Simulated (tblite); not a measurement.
Isomers of C6H14N2Si. Method: GFN2-xTB as coded in tblite; computed harmonic values from a numerical Hessian at the method's own geometry, unscaled. This tight-binding method is rough: wavenumbers can miss measured ones by several per cent, in bad cases by 10 to 20. Modes of hydrogen on silicon can be 10 to 20 % off. One conformer each.

Electronic energies: GFN2-xTB at the same geometries; isomer energies are rough at this level and their order can be wrong.

| SMILES | electronic energy, lowest = 0 (kcal/mol) |
| --- | --- |
| CC[C@H]1CN([SiH3])N=C1C | 0.0 |
| NC[C@@]1([SiH2]N)C[C@@H]2C[C@@H]21 | 39.8 |
| C=CN([SiH3])/N=C\CCC | 32.9 |
| C=C(C)[C@@H]1CC[Si]1(N)N | 29.3 |
| CC1=NN([SiH](C)C)CC1 | 13.0 |

**Question.** How do GFN2-xTB zero-point energies change the relative energies?

**Answer.** 
| SMILES | ZPE (kcal/mol) | of it from modes above 1550 cm⁻¹ | electronic (kcal/mol) | with ZPE, lowest = 0 (kcal/mol) | lowest mode (cm⁻¹) | rings |
| --- | --- | --- | --- | --- | --- | --- |
| CC[C@H]1CN([SiH3])N=C1C | 118.2 | 59.1 | 0.0 | 0.0 | 44 | 1 |
| CC1=NN([SiH](C)C)CC1 | 119.6 | 61.5 | 13.0 | 14.5 | 34 | 1 |
| C=C(C)[C@@H]1CC[Si]1(N)N | 121.4 | 65.7 | 29.3 | 32.5 | 13i | 1 |
| C=CN([SiH3])/N=C\CCC | 116.9 | 62.2 | 32.9 | 31.7 | 36 | 0 |
| NC[C@@]1([SiH2]N)C[C@@H]2C[C@@H]21 | 120.2 | 62.8 | 39.8 | 41.8 | 54 | 2 |

The zero-point energies span 4.5 kcal/mol, from `C=CN([SiH3])/N=C\CCC` to `C=C(C)[C@@H]1CC[Si]1(N)N`. Slightly imaginary modes are left out of the zero-point energy: `C=C(C)[C@@H]1CC[Si]1(N)N` 13.3i cm⁻¹. The lowest isomer stays, but the order above it changes.

**Question.** What do entropy and thermal enthalpy add at 298.15 K and 1 bar (rigid rotor, harmonic oscillator, one conformer each)?

**Answer.** 
```
                            SMILES  point group  symmetry number  S (cal/(mol K))  H − H(0) (kcal/mol)  ZPE + H − H(0) − TS (kcal/mol)
           CC[C@H]1CN([SiH3])N=C1C           C1                1            106.8                 7.93                            94.2
              CC1=NN([SiH](C)C)CC1           C1                1            110.9                 8.40                            94.9
              C=CN([SiH3])/N=C\CCC           C1                1            107.9                 8.16                            92.9
NC[C@@]1([SiH2]N)C[C@@H]2C[C@@H]21           C1                1            100.2                 7.43                            97.8
```

Not tabulated: `C=C(C)[C@@H]1CC[Si]1(N)N` (lowest mode only 13i cm⁻¹).
